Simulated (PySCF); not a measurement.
**Ge (germanium, neutral) across methods**

[Ar] 3d10 4s1 4p2 5s1, high-spin 5P determinant (an excited configuration). Calculation: PySCF 2.14, in aug-cc-pVQZ-DK (8s7p5d3f2g, 93 functions); the spin-free X2C one-electron Hamiltonian (Gaussian nucleus). The B2PLYP total includes its PT2 part (frozen core); its orbital energies are those of the SCF part.

```
   method  E (hartree)  mean ε 4s α (eV)  mean ε 4p α (eV)  mean ε 5s α (eV)  Σ⟨r²⟩ (bohr²)   ⟨S²⟩
     PBE0    -2098.064           -18.695            -9.409            -2.326          70.84  6.001
      UHF  -2096.71922           -23.259           -12.497            -3.102          72.59  6.002
  LC-wPBE    -2098.076           -22.140           -12.180            -3.405          71.67  6.001
      PBE    -2098.027           -16.959            -8.223            -1.970          70.34  6.001
   r2SCAN    -2098.304           -17.680            -8.682            -1.969          70.80  6.002
   B2PLYP    -2097.892           -20.284           -10.375            -2.491          71.44  6.001
CAM-B3LYP    -2098.444           -20.250           -10.571            -2.777          70.68  6.001
      LDA    -2095.011           -17.127            -8.261            -2.056          69.37  6.001
```

(1) Estimate the same row for BLYP.

The outer electron is Rydberg-like, and this basis confines it to a smaller radius and binds it less than a complete one would.

Results:

(1) E (hartree) = -2098.406; mean ε 4s α (eV) = -16.725; mean ε 4p α (eV) = -7.924; mean ε 5s α (eV) = -1.762; Σ⟨r²⟩ (bohr²) = 70.38; ⟨S²⟩ = 6.001.
